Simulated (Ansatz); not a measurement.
Ag₂H₂. Total charge 0; singlet. Geometry relaxed at PBE0-D4/def2-TZVP.

```csv
atom,x (Å),y (Å),z (Å)
Ag1,1.180,-0.970,-1.347
Ag2,-0.437,0.284,0.474
H3,-1.695,0.108,1.525
H4,0.952,0.578,-0.652
```

In the def2 sets Ag takes a core potential; there is no spin–orbit coupling. The structure comes from a short search, and lower isomers may exist.

(1) Estimate the harmonic wavenumbers at RKS PBE0-D4/def2-TZVP (Ansatz, unscaled). Is this a minimum?

## Answers

(1) 115, 318, 486, 1026, 1444, 1774 cm⁻¹. Yes, no mode is imaginary beyond noise. Zero-point energy 30.9 kJ/mol. Run time 16 s (4 threads of Arm Neoverse V2 on a shared host).
